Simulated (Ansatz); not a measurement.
Coupled-cluster diagnostics for Cu4Os, Ansatz.

Geometry of the singlet (B3LYP-D4/def2-SVP):

```
atom   x (Å)   y (Å)   z (Å)
 Os1   1.046  -0.328   0.668
 Cu2  -0.385   1.603   0.773
 Cu3  -0.138  -1.439  -1.108
 Cu4   0.770   0.913  -1.375
 Cu5  -1.293  -0.749   1.041
```

In the def2 sets Os takes a core potential; there is no spin–orbit coupling. Correlated methods freeze 36 core orbitals; core or outer-core shells of Os are correlated, in sets that lack core-valence functions. Another isomer (quintet) lies 0.72 eV lower at PBE0-D4/def2-TZVP; other spin states weren't run for this one.

**Question.** Estimate the CCSD(T) correlation energy, the shares of MP2 and (T), T1 and the reference's ⟨S²⟩ for: charge 0, singlet, own geometry in def2-SVP; and the rough time on 4 threads of Arm Neoverse V2 on a shared host.

**Answer.** 
```
                          state     basis  correlation (eV)  MP2 share (%)  (T) share (%)     T1  ⟨S²⟩ (pure)  wall time                            remarks
charge 0, singlet, own geometry  def2-SVP           -44.514          106.2            6.1  0.071  0.00 (0.00)    3.7 min  large T1, restricted SCF unstable
```
Customary marks for T1 are 0.02 (closed shells), 0.045 (open shells) and about 0.05 (3d metals). T1 exceeds 0.02 in 1 of 1 rows and 0.045 in 1; the higher it lies, the less the single-reference result can be trusted.
